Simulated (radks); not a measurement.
Problem. Hg, configuration [Hg] (the NIST ground configuration). Calculated with a radial shooting solver on a logarithmic mesh with Libxc functionals: scalar-relativistic Kohn-Sham, r2SCAN, spin-polarised, spherical densities, finite nucleus; meta-GGA in the generalised Kohn-Sham scheme; Fermi nuclear charge, rms radius 5.4648 fm. Some entries of the table are withheld. Estimate them.

orbital,occ.,eigenvalue (hartree),<r> (bohr)
1s,2,-3059.006,(1)
2s,2,-543.2330,0.06992
2p,6,-468.4403,0.06329
3s,2,-129.3273,0.1805
3p,6,-107.6222,0.1820
3d,10,-84.71533,0.1651
4s,2,-28.68030,(2)
4p,6,-21.53360,0.4251
4d,10,-13.00292,0.4488
5s,2,-4.42960,0.9050
4f,14,-3.56401,0.4826
5p,6,-2.51159,1.042
5d,10,-0.37625,1.494
6s,2,(3),(4)

Solution. 
(1) 1s <r> (bohr): 0.01659
(2) 4s <r> (bohr): 0.3992
(3) 6s eigenvalue (hartree): -0.25864
(4) 6s <r> (bohr): 2.672
